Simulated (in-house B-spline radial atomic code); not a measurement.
Ionising the silver ion Ag⁺ with different functionals

Computed with a radial B-spline atomic code at the basis-set limit: scalar-relativistic (spin-free X2C) Hamiltonian, Fermi nucleus of rms radius 4.5454 fm, spin-polarised at highest spin, spherical fractional occupations for the functionals, and exact exchange of hybrids averaged over the configuration. The ionisation energy is the difference of two self-consistent energies, [Kr] 4d10 → [Kr] 4d9, without Breit or QED terms; ε is the level of the shell that loses the electron (its least bound occupied spin orbital). There is no spin-orbit coupling in this Hamiltonian.

```
   method                    rung  ΔSCF (eV)  -ε(4d) (eV)
     PBE0           global hybrid      21.68        17.46
    B3LYP           global hybrid      21.83        17.20
    TPSSh           global hybrid      21.73        16.26
BHandHLYP           global hybrid          ?            ?
  r2SCAN0           global hybrid      21.80        17.61
    B97-1           global hybrid      21.66        17.09
    HSE06  range-separated hybrid      21.68        17.05
    wB97X  range-separated hybrid      21.53        19.95
CAM-B3LYP  range-separated hybrid      21.74        19.02
  LC-wPBE  range-separated hybrid          ?            ?
```

Q: What does BHandHLYP give?

A: ΔSCF 21.37 eV, and -ε(4d) = 19.25 eV.

Q: What does LC-wPBE give?

A: ΔSCF 21.58 eV, and -ε(4d) = 20.23 eV.

Q: Among the functionals, which spreads more, the ΔSCF values or the orbital energies?

A: The orbital energies: ΔSCF values span about 0.46 eV and the orbital energies 3.97 eV; here energy differences depend much less on the functional than eigenvalues do.

Q: How do they compare with the NIST value?

A: NIST lists 21.484 eV (measured, ground level to ground level). Errors run from -0.11 to +0.35 eV; wB97X is closest (+0.04 eV), but part of that can be cancellation, since the calculations leave out spin-orbit coupling, Breit-QED terms, multiplet and fine-structure energies.
